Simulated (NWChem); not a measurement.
System: BN₂H₄Cl; SMILES NB(N)Cl

NWChem input:

```
start job
memory heap 200 mb stack 900 mb global 1100 mb
geometry units angstroms noautoz
  B      0.000000     0.000000     0.436396
  Cl     0.000000     0.000000    -1.369175
  N      0.000000    -1.254428     1.093098
  H      0.000000    -1.365537     2.105284
  H      0.000000    -2.129269     0.574356
  N      0.000000     1.254428     1.093098
  H      0.000000     1.365537     2.105284
  H      0.000000     2.129269     0.574356
end
basis spherical
  B library def2-svp
  Cl library def2-svp
  N library def2-svp
  H library def2-svp
end
dft
  xc r2scan
  grid xfine
  iterations 150
  mulliken
end
task dft gradient
```

Output (shortened):

```
             Northwest Computational Chemistry Package (NWChem) 7.3.0
             --------------------------------------------------------

 C2V symmetry detected

                             Geometry "geometry" -> ""
                             -------------------------

 Output coordinates in angstroms (scale by  1.889725989 to convert to a.u.)

  No.       Tag          Charge          X              Y              Z
 ---- ---------------- ---------- -------------- -------------- --------------
    1 B                    5.0000     0.00000000     0.00000000     0.44717958
    2 Cl                  17.0000     0.00000000     0.00000000    -1.35839143
    3 N                    7.0000     0.00000000    -1.25442800     1.10388158
    4 H                    1.0000     0.00000000    -1.36553700     2.11606758
    5 H                    1.0000     0.00000000    -2.12926900     0.58513958
    6 N                    7.0000     0.00000000     1.25442800     1.10388158
    7 H                    1.0000     0.00000000     1.36553700     2.11606758
    8 H                    1.0000     0.00000000     2.12926900     0.58513958

 Effective nuclear repulsion energy (a.u.)     143.5542946994

      Symmetry information
      --------------------

 Group name             C2v
 Group number             16
 Group order               4
 No. of unique centers     5

                                 NWChem DFT Module
                                 -----------------

 Summary of "ao basis" -> "ao basis" (spherical)
 ------------------------------------------------------------------------------
       Tag                 Description            Shells   Functions and Types
 ---------------- ------------------------------  ------  ---------------------
 B                          def2-svp                 6       14   3s2p1d
 Cl                         def2-svp                 8       18   4s3p1d
 N                          def2-svp                 6       14   3s2p1d
 H                          def2-svp                 3        5   2s1p

      Symmetry analysis of basis
      --------------------------

        a1         34
        a2          8
        b1         13
        b2         25

            General Information
            -------------------
          SCF calculation type: DFT
          Wavefunction type:  closed shell.
          No. of atoms     :     8
          No. of electrons :    40
           Alpha electrons :    20
            Beta electrons :    20
          Charge           :     0
          Spin multiplicity:     1
          Use of symmetry is: on ; symmetry adaption is: on
          Maximum number of iterations: 150
          AO basis - number of functions:    80
                     number of shells:    38
          Convergence on energy requested:  1.00D-06
          Convergence on density requested:  1.00D-05
          Convergence on gradient requested:  5.00D-04

              XC Information
              --------------
                      r^2SCAN Method XC Functional
               r^2SCAN metaGGA Exchange Functional  1.000
                     r^2SCAN Correlation Potential  1.000

             Grid Information
             ----------------
          Grid used for XC integration:  xfine
          Radial quadrature: Mura-Knowles
          Angular quadrature: Lebedev.
          Tag              B.-S. Rad. Rad. Pts. Rad. Cut. Ang. Pts.
          ---              ---------- --------- --------- ---------
          B                   0.85      100           8.0      1454
          Cl                  1.00      125          11.0      1454
          N                   0.65      100          10.0      1454
          H                   0.35      100          12.0      1202
          Grid pruning is: on
          Number of quadrature shells:   525
          Spatial weights used:  Erf1

      Superposition of Atomic Density Guess
      -------------------------------------

 Sum of atomic energies:        -594.31299308

      Non-variational initial energy
      ------------------------------

 Total energy =    -596.146915
 1-e energy   =   -1101.373973
 2-e energy   =     361.672764
 HOMO         =      -0.338266
 LUMO         =       0.080505

      Symmetry analysis of molecular orbitals - initial
      -------------------------------------------------

  Numbering of irreducible representations:

     1 a1          2 a2          3 b1          4 b2

  Orbital symmetries:

     1 a1          2 a1          3 b2          4 a1          5 a1
     6 b2          7 b1          8 a1          9 a1         10 b2
    11 a1         12 a1         13 a1         14 b2         15 b2
    16 a1         17 b1         18 b2         19 b1         20 a2
    21 a1         22 b1         23 b2         24 a1         25 b2
    26 a1         27 a1         28 a1         29 b2         30 b1

     ---------------------------------------------
      Total Density - Mulliken Population Analysis
     ---------------------------------------------

    Atom       Charge   Shell Charges
 -----------   ------   -------------------------------------------------------
    1 B    5     4.61   1.99  0.81  0.11  1.21  0.34  0.15
    2 Cl  17    17.33   2.00  1.99  1.22  0.71  5.94  2.17  3.30  0.01
    3 N    7     7.53   1.99  1.02  0.37  2.61  1.54  0.01
    4 H    1     0.75   0.59  0.12  0.05
    5 H    1     0.75   0.59  0.12  0.05
    6 N    7     7.53   1.99  1.02  0.37  2.61  1.54  0.01
    7 H    1     0.75   0.59  0.12  0.05
    8 H    1     0.75   0.59  0.12  0.05

   convergence    iter        energy       DeltaE   RMS-Dens  Diis-err
 ---------------- ----- ----------------- --------- --------- ---------
 d= 0,ls=0.0,diis     1   -596.6884111761 -7.40D+02  1.01D-02  5.00D-01
 d= 0,ls=0.0,diis     2   -596.6929903872 -4.58D-03  5.49D-03  4.69D-01
 d= 0,ls=0.0,diis     3   -596.7411368802 -4.81D-02  1.38D-03  3.70D-02
 d= 0,ls=0.0,diis     4   -596.7451544003 -4.02D-03  4.83D-04  1.21D-03
 d= 0,ls=0.0,diis     5   -596.7453223133 -1.68D-04  9.86D-05  8.90D-05
  Resetting Diis
 d= 0,ls=0.0,diis     6   -596.7453331184 -1.08D-05  2.66D-05  5.52D-06
 d= 0,ls=0.0,diis     7   -596.7453338533 -7.35D-07  6.91D-06  1.32D-07

         Total DFT energy =     -596.745333853303
      One electron energy =    -1105.589883926838
           Coulomb energy =      412.875088411351
    Exchange-Corr. energy =      -47.584833037175
 Nuclear repulsion energy =      143.554294699360

 Numeric. integr. density =       40.000000499552

                  Occupations of the irreducible representations
                  ----------------------------------------------

                     irrep           alpha         beta
                     --------     --------     --------
                     a1               10.0         10.0
                     a2                1.0          1.0
                     b1                3.0          3.0
                     b2                6.0          6.0

                       DFT Final Molecular Orbital Analysis
                       ------------------------------------

 Vector   18  Occ=2.000000D+00  E=-2.641503D-01  Symmetry=b2
              MO Center= -5.1D-16, -9.5D-16, -1.2D+00, r^2= 1.5D+00
   Bfn.  Coefficient  Atom+Function         Bfn.  Coefficient  Atom+Function
  ----- ------------  ---------------      ----- ------------  ---------------
    26      0.633075  2 Cl py                23      0.465682  2 Cl py
    20      0.272229  2 Cl py                35      0.105565  3 N  s
    59     -0.105565  6 N  s                  8      0.079818  1 B  py
    38      0.069424  3 N  pz                62     -0.069424  6 N  pz
    47     -0.061784  4 H  s                 71      0.061784  7 H  s

 Vector   19  Occ=2.000000D+00  E=-2.491016D-01  Symmetry=b1
              MO Center= -6.4D-16,  7.5D-15, -3.4D-01, r^2= 3.0D+00
   Bfn.  Coefficient  Atom+Function         Bfn.  Coefficient  Atom+Function
  ----- ------------  ---------------      ----- ------------  ---------------
    25      0.524764  2 Cl px                22      0.371176  2 Cl px
    36      0.260585  3 N  px                60      0.260585  6 N  px
    19      0.217306  2 Cl px                39     -0.210025  3 N  px
    63     -0.210025  6 N  px                 4      0.110532  1 B  px
     7     -0.037927  1 B  px                13      0.030662  1 B  d  1

 Vector   20  Occ=2.000000D+00  E=-2.163590D-01  Symmetry=a2
              MO Center= -2.3D-16, -1.2D-14,  1.1D+00, r^2= 2.4D+00
   Bfn.  Coefficient  Atom+Function         Bfn.  Coefficient  Atom+Function
  ----- ------------  ---------------      ----- ------------  ---------------
    36      0.428338  3 N  px                60     -0.428338  6 N  px
    39     -0.367436  3 N  px                63      0.367436  6 N  px
    10      0.040422  1 B  d -2

 Vector   21  Occ=0.000000D+00  E= 5.763940D-02  Symmetry=a1
              MO Center=  3.5D-17,  3.8D-16,  1.6D+00, r^2= 5.8D+00
   Bfn.  Coefficient  Atom+Function         Bfn.  Coefficient  Atom+Function
  ----- ------------  ---------------      ----- ------------  ---------------
    35      0.929315  3 N  s                 59      0.929315  6 N  s
    48     -0.666276  4 H  s                 72     -0.666276  7 H  s
     3     -0.594729  1 B  s                 53     -0.449587  5 H  s
    77     -0.449587  8 H  s                 34      0.219729  3 N  s
    58      0.219729  6 N  s                 27      0.182970  2 Cl pz

 Vector   22  Occ=0.000000D+00  E= 6.718515D-02  Symmetry=b1
              MO Center=  9.4D-15, -2.7D-15,  4.2D-01, r^2= 2.4D+00
   Bfn.  Coefficient  Atom+Function         Bfn.  Coefficient  Atom+Function
  ----- ------------  ---------------      ----- ------------  ---------------
     7     -0.648609  1 B  px                 4      0.634091  1 B  px
    39      0.352508  3 N  px                63      0.352508  6 N  px
    25      0.294375  2 Cl px                36     -0.275547  3 N  px
    60     -0.275547  6 N  px                22      0.148751  2 Cl px
    31      0.097058  2 Cl d  1              19      0.083413  2 Cl px

 Vector   23  Occ=0.000000D+00  E= 9.206585D-02  Symmetry=a1
              MO Center=  7.5D-15, -2.1D-14,  4.4D-01, r^2= 5.4D+00
   Bfn.  Coefficient  Atom+Function         Bfn.  Coefficient  Atom+Function
  ----- ------------  ---------------      ----- ------------  ---------------
    53      0.778573  5 H  s                 77      0.778573  8 H  s
    48     -0.498999  4 H  s                 72     -0.498999  7 H  s
    27      0.466162  2 Cl pz                 6     -0.435871  1 B  pz
     9      0.404698  1 B  pz                18      0.390939  2 Cl s
     2     -0.340779  1 B  s                 41      0.277353  3 N  pz

     ---------------------------------------------
      Total Density - Mulliken Population Analysis
     ---------------------------------------------

    Atom       Charge   Shell Charges
 -----------   ------   -------------------------------------------------------
    1 B    5     4.99   1.99  0.78  0.06  1.59  0.42  0.16
    2 Cl  17    17.22   2.00  1.99  1.23  0.71  5.93  2.15  3.19  0.02
    3 N    7     7.17   1.99  0.97  0.36  2.48  1.37  0.01
    4 H    1     0.87   0.71  0.11  0.05
    5 H    1     0.85   0.70  0.10  0.05
    6 N    7     7.17   1.99  0.97  0.36  2.48  1.37  0.01
    7 H    1     0.87   0.71  0.11  0.05
    8 H    1     0.85   0.70  0.10  0.05

     -------------------------------------------
      Total Density - Lowdin Population Analysis
     -------------------------------------------

    Atom       Charge   Shell Charges
 -----------   ------   -------------------------------------------------------
    1 B    5     5.34   1.96  0.51  0.22  1.48  0.79  0.38
    2 Cl  17    16.93   2.00  1.95  1.01  0.75  5.82  2.27  3.10  0.02
    3 N    7     7.04   1.97  0.68  0.40  2.25  1.71  0.03
    4 H    1     0.92   0.59  0.20  0.12
    5 H    1     0.91   0.59  0.20  0.12
    6 N    7     7.04   1.97  0.68  0.40  2.25  1.71  0.03
    7 H    1     0.92   0.59  0.20  0.12
    8 H    1     0.91   0.59  0.20  0.12

     Multipole analysis of the density
     ---------------------------------

     L   x y z        total         alpha         beta         nuclear
     -   - - -        -----         -----         ----         -------
     0   0 0 0     -0.000000    -20.000000    -20.000000     40.000000

     1   1 0 0     -0.000000     -0.000000     -0.000000      0.000000
     1   0 1 0      0.000000      0.000000      0.000000      0.000000
     1   0 0 1      1.168229      0.584115      0.584115      0.000000

     2   2 0 0    -24.524200    -12.262100    -12.262100      0.000000
     2   1 1 0     -0.000000     -0.000000     -0.000000      0.000000
     2   1 0 1      0.000000      0.000000      0.000000      0.000000
     2   0 2 0    -17.649058    -71.009633    -71.009633    124.370207
     2   0 1 1     -0.000000      0.000000      0.000000     -0.000000
     2   0 0 2    -19.840111   -115.389182   -115.389182    210.938253

            General Information
            -------------------
          SCF calculation type: DFT
          Wavefunction type:  closed shell.
          No. of atoms     :     8
          No. of electrons :    40
           Alpha electrons :    20
            Beta electrons :    20
          Charge           :     0
          Spin multiplicity:     1
          Use of symmetry is: on ; symmetry adaption is: on
          Maximum number of iterations: 150
          AO basis - number of functions:    80
                     number of shells:    38
          Convergence on energy requested:  1.00D-06
          Convergence on density requested:  1.00D-05
          Convergence on gradient requested:  5.00D-04

              XC Information
              --------------
                      r^2SCAN Method XC Functional
               r^2SCAN metaGGA Exchange Functional  1.000
                     r^2SCAN Correlation Potential  1.000

             Grid Information
             ----------------
          Grid used for XC integration:  xfine
          Radial quadrature: Mura-Knowles
          Angular quadrature: Lebedev.
          Tag              B.-S. Rad. Rad. Pts. Rad. Cut. Ang. Pts.
          ---              ---------- --------- --------- ---------
          B                   0.85      100           8.0      1454
          Cl                  1.00      125          11.0      1454
          N                   0.65      100          10.0      1454
          H                   0.35      100          12.0      1202
          Grid pruning is: on
          Number of quadrature shells:   525
          Spatial weights used:  Erf1

          Convergence Information
          -----------------------
          Convergence aids based upon iterative change in
          total energy or number of iterations.
          Levelshifting, if invoked, occurs when the
          HOMO/LUMO gap drops below (HL_TOL):  1.00D-02
          DIIS, if invoked, will attempt to extrapolate
          using up to (NFOCK): 10 stored Fock matrices.

[...]

                         DFT ENERGY GRADIENTS

    atom               coordinates                        gradient
                 x          y          z           x          y          z
   1 B       0.000000   0.000000   0.845047    0.000000   0.000000  -0.003634
   2 Cl      0.000000   0.000000  -2.566988    0.000000   0.000000  -0.001955
   3 N       0.000000  -2.370525   2.086034    0.000000   0.000917  -0.000171
   4 H       0.000000  -2.580491   3.998788    0.000000  -0.000771   0.006172
   5 H       0.000000  -4.023735   1.105753    0.000000  -0.005104  -0.003207
   6 N       0.000000   2.370525   2.086034    0.000000  -0.000917  -0.000171
   7 H       0.000000   2.580491   3.998788    0.000000   0.000771   0.006172
   8 H       0.000000   4.023735   1.105753    0.000000   0.005104  -0.003207
```

Level: r2SCAN/def2-SVP. Coordinates come from a PBE-D3(BJ)/def2-SVP optimisation.
